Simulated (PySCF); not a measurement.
F₂, charge +1, doublet, geometry from GFN2-xTB (a state made from the parent by changing its charge; the spin is typed, not shown lowest). Base run: PySCF with B3LYP/6-31G*.

Here is a job for PySCF.
```python
from pyscf import gto, scf, dft, solvent

mol = gto.M(
    atom='''
F    -0.000000   -0.000000   -0.646773
F     0.000000    0.000000    0.646773
''',
    basis='6-31g*',
    charge=1,
    spin=1,
    verbose=4,
)

mf = dft.UKS(mol)
mf.xc = 'b3lyp'
mf.kernel()
```

Each row names what was changed in the base input (with any setting that the change needs).

```tsv
change	ΔE vs base (kcal/mol)
base	0.000
model = COSMO; solvent = 2-propanol	-76.0
model = IEF-PCM; solvent = chloroform	-64.8
model = C-PCM; solvent = 2-propanol	-78.0
model = SS(V)PE; solvent = 2-propanol	-77.5
model = IEF-PCM; solvent = 2-propanol; vdw_scale = 1.4	-67.8
model = IEF-PCM; solvent = methanol	-79.8
model = IEF-PCM; solvent = 2-propanol; lebedev_order = 41	-78.0
model = IEF-PCM; solvent = 2-propanol; vdw_scale = 1.0	-92.8
model = IEF-PCM; solvent = dimethylsulfoxide	-80.5
model = ddCOSMO; solvent = 2-propanol	-75.0
model = IEF-PCM; solvent = 2-propanol; vdw_scale = 1.1	-84.5
```

The base is the gas phase, so ΔE is the electrostatic part of solvation at a fixed geometry, without cavity and dispersion terms.

Open shells are given as the SCF converged; they aren't shown to be the lowest states, and a large step between rows can be another state.
